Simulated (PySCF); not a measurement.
Orbital energies and ionisation energy

Species: C5H10BNO.
Structure used (PBE0-D3(BJ)/def2-SVP), in Å, numbered top down from 1:
```
atom  x, y, z in Å
B1    -3.0938    0.6139    0.4226
N2    -1.5966   -0.0159    0.3668
C3    -0.9646    0.0296   -0.9651
C4     0.3964   -0.5553   -0.9873
C5     0.9307   -1.6760   -1.5558
C6     2.3092   -1.7012   -1.1757
C7     2.5003   -0.5977   -0.4004
O8     1.3518    0.0996   -0.2820
H9    -3.7536   -0.0370   -0.3811
H10   -2.9702    1.7898    0.0972
H11   -3.4680    0.4713    1.5802
H12   -1.0035    0.4824    1.0338
H13   -1.6319   -0.9832    0.6940
H14   -0.9567    1.0863   -1.2715
H15   -1.6201   -0.5053   -1.6638
H16    0.4014   -2.3937   -2.1789
H17    3.0580   -2.4424   -1.4456
H18    3.3655   -0.1895    0.1153
```

Level: PBE0/def2-SVPD (PySCF). Frontier orbitals with their largest atomic shares (Löwdin; up to four atoms above 4 %):

```tsv
orbital	ε (eV)	main atoms
HOMO−3	-8.76	C5 28 %, C6 27 %, O8 24 %, C4 8 %
HOMO−2	-7.73	B1 41 %, H11 25 %, H9 18 %, N2 6 %
HOMO−1	-7.70	B1 42 %, H10 28 %, H9 14 %, H11 6 %
HOMO	-7.22	?
LUMO	-0.60	C7 19 %, C4 18 %, O8 16 %, C5 14 %
LUMO+1	0.18	B1 13 %, H13 11 %, H12 10 %, O8 9 %
LUMO+2	0.93	C6 18 %, H17 12 %, C7 11 %, C5 10 %
```

Question: What vertical ionisation energy does ΔSCF give, and how far is −ε(HOMO) from it?

Answer: ΔSCF: 9.00 eV (868 kJ/mol; threshold wavelength 138 nm); ⟨S²⟩ of the doublet left behind is 0.759, against 0.75 for a pure doublet. −ε(HOMO) is 7.22 eV, 1.78 eV below it. In exact Kohn–Sham theory the two would be equal; PBE0 (global hybrid, 25 % exact exchange) falls short of its own ΔSCF value by 20 %.

Question: On which atoms does the HOMO lie?

Answer: C7 (aromatic CH next to a ring oxygen) 26 %, C4 (substituted aromatic carbon) 24 %, C6 (aromatic CH carbon) 15 %, C5 (aromatic CH carbon) 13 %, so no atom holds as much as 40 %. The HOMO−1 lies 0.48 eV lower.

Question: Shift the occupied levels rigidly so that −ε(HOMO) equals the ΔSCF value. What binding energies result?

Answer: The shift is +1.78 eV: HOMO 9.00, HOMO−1 9.48, HOMO−2 9.51, HOMO−3 10.54 eV. A rigid shift is only a rough guide to the deeper ionisations.

Question: What total energies stand behind the ΔSCF value?

Answer: E(N) = -350.70438 Eh and E(N − 1) = -350.37381 Eh at the same geometry, 0.33057 Eh apart.

Question: How many of the 10 lowest singlet excitations (vertical TDDFT, same level) lie below the ionisation energy?

Answer: All 10; they run from 5.97 to 7.54 eV.

Question: With α = 89.0 au, estimate the like-pair dispersion coefficient by London's formula C6 = (3/4)α²I.

Answer: I = 0.3306 Eh, so C6 ≈ 1960 au; the Casimir–Polder integral at the same level gives 3150 au, 1.60 times as much.

Isolated species at its PBE0-D3(BJ)/def2-SVP geometry (one conformer only).

These values come from a run that also computed excited states and ΔSCF ions. On an Arm Neoverse V2 with one thread (shared host), this took 3.5 min of wall time (grids of density and orbitals included) and 1.1 GiB of memory at its peak.
